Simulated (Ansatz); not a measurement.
In5As6H18⁺, a cluster cut from wurtzite InAs (hydrogen-capped), relaxed as a singlet with RKS r2SCAN-D4/def2-SVP in Ansatz, starting from a model built from a lattice or polyhedron. Force threshold 0.03 eV/Å.

In the def2 sets In takes a core potential; there is no spin–orbit coupling. Single mean-field runs in def2-SVP are fitted with def2-universal-jkfit.

Start:

Cartesian coordinates in Å:
```
As -0.107 2.868 1.266
In -1.692 0.813 1.778
In -1.770 1.341 -2.480
As -2.669 -0.085 -0.488
As -0.303 -1.057 2.963
In -1.937 -2.581 -0.800
In 1.833 2.118 -0.296
As 0.853 1.178 -2.560
As 3.183 0.240 0.896
In 1.658 -1.825 1.381
As 0.694 -2.709 -0.884
H -0.891 3.972 0.565
H 0.441 3.428 2.572
H -2.981 1.358 2.819
H -2.251 3.024 -2.269
H -2.417 0.748 -3.967
H -4.175 -0.006 -0.444
H 0.275 -0.539 4.270
H -1.203 -2.230 3.221
H -2.552 -3.518 0.529
H -2.595 -3.190 -2.279
H 2.872 3.469 -0.619
H 1.395 2.033 -3.690
H 1.286 -0.261 -2.732
H 3.795 0.742 2.188
H 4.380 -0.198 -0.019
H 2.572 -3.072 2.153
H 1.196 -1.875 -2.020
H 1.111 -4.186 -1.052
```

(1) Estimate the energy that the relaxation releases and the steps that it takes.

(2) Does the start keep its bonding and symmetry?

(3) Predict the relaxed structure.

Answers

(1) 190.5 kJ/mol, in 15 steps; 78 s on 2 threads of AMD EPYC 7R13 on a shared host and a share (18 GiB) of an NVIDIA H100 80GB HBM3. The force fell under the threshold at step 7, but the optimiser went on and released 0.007 eV more. No frequencies were taken in this run, so the end may be a saddle point.

(2) By distances, no bond broke or formed. The bond that changes most is In3–As8, from 2.63 to 2.79 Å (atoms count from 1). A close non-bonded pair moves further: H24–H28, from 1.77 to 2.70 Å. Point group Cs at the start, Cs at the end, both within 0.05 Å.

(3) 
```xyz
29

As   -0.085    2.716    1.254
In   -1.989    0.826    1.719
In   -2.049    1.548   -2.718
As   -2.459   -0.168   -0.658
As   -0.255   -0.958    2.823
In   -2.256   -2.867   -0.827
In    2.028    2.414   -0.376
As    0.736    1.536   -2.522
As    3.052    0.159    0.704
In    1.818   -2.092    1.546
As    0.527   -2.932   -0.615
H    -0.788    3.955    0.757
H     0.407    3.287    2.563
H    -3.148    1.367    2.859
H    -2.339    3.134   -2.121
H    -2.379    0.721   -4.177
H    -3.972   -0.065   -0.586
H     0.236   -0.445    4.156
H    -1.069   -2.114    3.352
H    -2.645   -3.501    0.722
H    -2.574   -3.327   -2.443
H     3.148    3.706   -0.443
H     1.388    2.303   -3.649
H     1.387    0.205   -2.823
H     3.941    0.603    1.842
H     4.159   -0.288   -0.223
H     2.830   -3.119    2.469
H     1.266   -2.279   -1.761
H     1.082   -4.322   -0.824
```
Bond lengths (bridged metal pairs left out): 13 × As–In 2.62 to 2.79 Å; 11 × As–H 1.51 to 1.52 Å; 7 × H–In 1.71 to 1.72 Å.
